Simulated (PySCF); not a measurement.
MnOCl₂, quartet: molecular constants

All numbers come from UPBE0 in PySCF with Mn def2-SVP, O def2-SVP, Cl def2-SVP; no relativity; density-fitted integrals.

The structure is a minimum.

- Point group: C2v
- Bond lengths: Mn–Cl 2.131 Å (×2), Mn–O 1.558 Å
- Bond angles: Cl–Mn–Cl 126.1°, Cl–Mn–O 117.0° (×2)
- Heat capacity Cp at 298.15 K: 70.6 J/(mol K)
- Enthalpy at 298.15 K above 0 K: 16.59 kJ/mol
- Entropy at 298.15 K and 1 bar (electronic part: spin only): 333.2 J/(mol K)
- Rotational symmetry number: 2
- Principal polarisabilities: 22.6, 51.4, 65.8 bohr³
- Highest occupied level (α): -8.89 eV
- Zero-point energy: 13.5 kJ/mol
- Rotational constants: 0.1849, 0.06679, 0.04907 cm⁻¹
- Atomisation energy without zero-point energy: 1000 kJ/mol
- Principal quadrupole moments (Buckingham, traceless) about the centre of mass: -3.81, -2.19, 5.99 D Å
- Lowest empty level (α): -4.93 eV
- Spin squared ⟨S²⟩: 3.979
- Dipole moment: 0.02 D

Harmonic modes (masses in u: Mn 54.938, O 15.995, Cl 34.969):
| symmetry | ω (cm⁻¹) | IR (km/mol) | μ (u) | type |
| --- | --- | --- | --- | --- |
| a1 | 113 | 1.4 | 35.34 | bend |
| b1 | 117 | 29.0 | 30.96 | bend |
| b2 | 221 | 0.2 | 19.10 | bend |
| a1 | 384 | 15.2 | 33.77 | stretch |
| b2 | 501 | 102 | 42.98 | stretch |
| a1 | 915 | 33.7 | 19.37 | stretch |

In C2v the vibrations span 3a1 + b1 + 2b2. Here b1 is antisymmetric to the molecular plane and b2 lies in it.

Charges (e):
```json
{"atom": "Mn1", "Mulliken": "0.80", "Löwdin": "0.27", "polar tensor": "1.30", "spin (Mulliken)": "3.38", "Mayer order to Mn1": "–"}
{"atom": "O2", "Mulliken": "-0.34", "Löwdin": "-0.12", "polar tensor": "-0.34", "spin (Mulliken)": "-0.36", "Mayer order to Mn1": "1.88"}
{"atom": "Cl3,4", "Mulliken": "-0.23", "Löwdin": "-0.08", "polar tensor": "-0.48", "spin (Mulliken)": "-0.01", "Mayer order to Mn1": "1.11"}
```

Mulliken populations on Mn1: s 6.35, p 12.65, d 5.19, f 0.01.

Outer orbital energies (eV). α occupied: -12.80, -10.56, -10.44, -10.27, -9.75, -9.21, -9.17, -8.89; empty: -4.93, -4.49, -0.04, 1.41. β occupied: -12.57, -11.55, -11.33, -10.84, -9.98, -9.83, -9.75, -9.42; empty: -3.61, -3.44, -3.04, -2.90.

Formally Mn is in oxidation state +4, d3, with 3 unpaired electrons (the high-spin count). The Mulliken spin on Mn is 3.38. The polar-tensor charge on Mn, 1.30, is far below the formal one.

The determinant is spin-contaminated (⟨S²⟩ = 3.98, pure value 3.75). Other isomers or separated fragments may lie lower. Open d and f shells are described by one determinant, and the ground state may have another occupation or spin.

The final relaxation and frequency run took of the order of 5 core-minutes on a shared host.
